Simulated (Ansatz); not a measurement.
Input file for Ansatz (a quantum-chemistry and plane-wave program): R-PBE/def2-TZVPP on AsGeH5 (SMILES [GeH3][AsH2]), a point of a torsion scan.

Ansatz 0.2 input:
```yaml
crystal:
  periodic: [false, false, false]
  atoms:
    - {symbol: Ge, position_ang: [-0.80412733, 0.04752907, -0.02482465]}
    - {symbol: As, position_ang: [1.56667790, -0.12736135, 0.02355003]}
    - {symbol: H, position_ang: [-1.53892022, -0.89438043, -0.94388913]}
    - {symbol: H, position_ang: [-1.31707187, 1.41421765, -0.39693218]}
    - {symbol: H, position_ang: [-1.43370486, -0.21198511, 1.32061212]}
    - {symbol: H, position_ang: [1.68458637, 0.66742314, -1.24431453]}
    - {symbol: H, position_ang: [1.54221618, -1.38992885, -0.78732631]}
basis:
  gaussian:
    orbitals: def2-TZVPP
hamiltonian:
  xc: {name: PBE}
scf: {lower_state_search: off}
```

The log:

```
WARN ansatz: RAYON_NUM_THREADS=1 ignored (pool sized by the plan → 1); use --threads N
Functional definition: PBE
these checks for a lower state are left out or cut short: stability, starts, cluster_reference, orbital_swaps, neighbouring_geometries, increment
integrals: 0.08 GiB planned
1026 factors; their error is unknown
mean field: 0.57 GiB planned
mean field evaluation 1: about -117421.5160 eV, gradient 3.0e1 eV
mean field evaluation 2: about -117421.9890 eV, gradient 3.1e1 eV
mean field evaluation 4: about -117422.8855 eV, gradient 9.5e-1 eV
mean field evaluation 8: about -117422.8727 eV, gradient 1.3e-1 eV
mean field evaluation 16: about -117422.8727 eV, gradient 9.7e-6 eV
mean field -117422.87266935 eV, -4315.2109785168 hartree, gradient 1.8e-6 eV, S^2 0.000000; 0 other end points of the search recorded, 0 dependent functions left out
reference -117422.87270743 eV, -4315.2109799163 hartree; 35, 35 occupied and 131, 131 virtual orbitals, 1026 factors
Total energy: -117422.87270743 eV, -4315.2109799163 hartree
Checks for a lower state left out: stability, starts, cluster_reference, orbital_swaps, neighbouring_geometries, increment
```

The calculation finished and met its thresholds.

Cost: roughly 3 core-seconds.
